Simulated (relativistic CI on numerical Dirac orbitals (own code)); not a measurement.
**Co3+ in a cubic cluster: L2,3 absorption with charge transfer**

Computed with a charge-transfer multiplet model of a cubic metal-ligand cluster with up to 3 ligand holes, Slater and spin-orbit integrals from Dirac-Coulomb-Breit ions, Slater integrals scaled by 0.7. The parameters are those of a tetrahedral site (10Dq negative, t2 hopping the larger). The ground state mixes d6 with configurations of k ligand holes L, whose averages lie at kΔ + k(k − 1)U_dd/2; a core hole lowers each added d electron by U_cd. 20 K, Lorentzian 0.4 eV and Gaussian 0.3 eV FWHM.

Atomic integrals in eV (Slater integrals scaled, ζ unscaled), ground: F2dd 8.824, F4dd 5.512, zeta_d 0.071; with the core hole: F2dd 9.358, F4dd 5.849, zeta_d 0.093, zeta_core 9.664, F2cd 5.552, G1cd 4.214, G3cd 2.396.

Cluster parameters (eV): U_dd = 7.4, U_cd = 8.2, 10Dq = -0.15, 10Dq(ligand) = 0, V(eg) = 0.95, V(t2g) = -1.61, final-state hopping factor = 1.

```tsv
Case	n_d	d6	d7L	d8L2	d9L3	S
Δ = 0.5 eV	6.45	0.58	0.39	0.03	0.00	2.00
Δ = 2.5 eV	6.27	0.74	0.25	0.01	0.00	2.00
Δ = 3.5 eV	6.21	0.80	0.19	0.01	0.00	2.00
Δ = 4.5 eV	6.16	0.84	0.15	0.00	0.00	2.00
Δ = 5.5 eV	6.13	0.87	0.12	0.00	0.00	2.00
```

Weights, n_d and S are thermal averages at 20 K. Photon energies count from the first peak over 30 % of the highest in each spectrum, which can be another peak from case to case. The parameters are a model scan and need not match a compound or its usual spin state. Peaks in eV (height, largest 100):
- Δ = 0.5 eV: 0.0 (100), 0.5 (74), 1.4 (22), 4.2 (8), 15.2 (37), 17.0 (6)
- Δ = 2.5 eV: 0.0 (100), 0.4 (97), 0.9 (84), 2.1 (23), 2.7 (18), 3.4 (13), 5.2 (5), 15.6 (39), 17.8 (7)
- Δ = 3.5 eV: -1.0 (26), 0.0 (100), 0.6 (95), 1.0 (83), 2.4 (23), 2.9 (17), 3.6 (13), 15.7 (39), 18.1 (7)
- Δ = 4.5 eV: -1.1 (26), 0.0 (100), 0.6 (94), 1.1 (83), 2.5 (23), 3.8 (13), 15.7 (38), 17.5 (6), 18.2 (6)
- Δ = 5.5 eV: -1.0 (26), 0.0 (100), 0.7 (95), 1.2 (84), 2.6 (24), 4.0 (14), 15.7 (40), 17.7 (6), 18.3 (6)

Curve for Δ = 3.5 eV (points under 2 left out, the grid thinned):

```
E (eV)  Intensity
  -2.7        2.0
  -2.4        2.8
  -2.0        5.9
  -1.7        8.7
  -1.3       18.1
  -1.0       26.4
  -0.7       30.5
  -0.3       67.8
   0.0      100.0
   0.3       91.1
   0.7       90.7
   1.0       82.8
   1.4       46.5
   1.7       22.0
   2.0       18.8
   2.4       23.2
   2.7       17.6
   3.1       16.0
   3.4       12.7
   3.7       13.0
   4.1        9.0
   4.4        7.6
   4.7        6.1
   5.1        4.9
   5.4        4.2
   5.8        3.5
   6.1        3.4
   6.4        3.1
   6.8        2.3
  13.6        2.4
  14.0        4.7
  14.3        8.3
  14.6       16.4
  15.0       29.0
  15.3       33.4
  15.7       38.5
  16.0       28.8
  16.3       14.7
  16.7       10.3
  17.0        6.9
  17.3        5.8
  17.7        5.4
  18.0        6.7
  18.4        4.3
  18.7        2.0
```

For the case Δ = 2.5 eV, Δ = 2.5 eV is smaller than U_dd = 7.4 eV, the charge-transfer side of the Zaanen-Sawatzky-Allen scheme. With the core hole the configuration with one ligand hole lies at Δ + U_dd − U_cd = -0.3, 1.7, 2.7, 3.7, 4.7 eV from the one without, in the order of the table; where this is negative the screened configuration lies lower, though the effective hopping of about 2.8 eV (from the holes of the mixed ground state) mixes the two strongly wherever it is as large as the gap.
